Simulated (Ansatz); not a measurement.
Geometry optimisation, RKS PBE/def2-SVP (Ansatz).

input.yaml

```yaml
crystal:
  periodic: [false, false, false]
  atoms:
    - { symbol: Mo, position_ang: [0.0, 0.0, 0.0] }
    - { symbol: F, position_ang: [0.0, 0.0, 2.12] }
    - { symbol: F, position_ang: [1.77, 0.0, 0.0] }
    - { symbol: F, position_ang: [0.0, 1.77, 0.0] }
    - { symbol: F, position_ang: [-1.77, 0.0, 0.0] }
    - { symbol: F, position_ang: [0.0, -1.77, 0.0] }
    - { symbol: Cl, position_ang: [0.0, 0.0, -2.31] }
    - { symbol: S, position_ang: [1.735, 1.8074, 0.8325] }
    - { symbol: H, position_ang: [2.7476, 1.1794, 1.5674] }
    - { symbol: H, position_ang: [0.8517, 0.8872, 1.9923] }
basis:
  gaussian: { orbitals: def2-SVP }
hamiltonian:
  xc: pbe
relax:
  f_tol: 0.15
  max_steps: 25
  restrain:
    - { distance: [0, 7], at: 3.54, k: 30.0 }
    - { distance: [9, 1], at: 2.12, k: 30.0 }
    - { distance: [0, 1], at: 1.77, k: 30.0 }
    - { distance: [9, 7], at: 1.4, k: 30.0 }
```

Launched with:

```bash
$ ansatz run input.yaml --threads 4 --pin off --max-ram 5120MiB --backend cpu --events-out ev --progress --plain --runs-dir out
```

Task: Where does it end, and by what steps?

Result: It converged. The restraints hold the end off the free minimum; the threshold counts their pulls, which the force column leaves out. Restrained pairs: Mo1–S8 (2.64 → 3.57 Å), F2–H10 (1.24 → 2.12 Å), Mo1–F2 (2.12 → 1.82 Å), S8–H10 (1.72 → 1.38 Å). After 7 steps the energy has fallen by 5.829 eV (the restraints' own energy left out); S8 moved furthest, 0.75 Å.

```json
{"step": "0", "energy less start (eV)": "0.0000", "largest force component (eV/Å)": "6.805", "accepted": "yes"}
{"step": "1", "energy less start (eV)": "-2.3440", "largest force component (eV/Å)": "4.752", "accepted": "yes"}
{"step": "2", "energy less start (eV)": "-3.7137", "largest force component (eV/Å)": "4.509", "accepted": "yes"}
{"step": "3", "energy less start (eV)": "-4.8343", "largest force component (eV/Å)": "3.761", "accepted": "yes"}
{"step": "4", "energy less start (eV)": "-5.6423", "largest force component (eV/Å)": "1.981", "accepted": "yes"}
{"step": "5", "energy less start (eV)": "-5.7648", "largest force component (eV/Å)": "1.909", "accepted": "yes"}
{"step": "6", "energy less start (eV)": "-5.8235", "largest force component (eV/Å)": "1.810", "accepted": "yes"}
{"step": "7", "energy less start (eV)": "-5.8287", "largest force component (eV/Å)": "1.772", "accepted": "yes"}
```

```xyz
10
Properties=species:S:1:pos:R:3
Mo -0.170 -0.152 -0.157
F -0.080 -0.109 1.659
F 1.675 -0.187 -0.215
F -0.162 1.698 -0.147
F -2.021 -0.148 -0.033
F -0.192 -2.003 -0.051
Cl -0.280 -0.198 -2.446
S 2.118 2.096 1.407
H 3.194 1.445 1.928
H 1.251 1.431 2.256
```

The run took 36 s on 4 threads of Arm Neoverse V1 (shared host), peak memory 0.23 GiB.
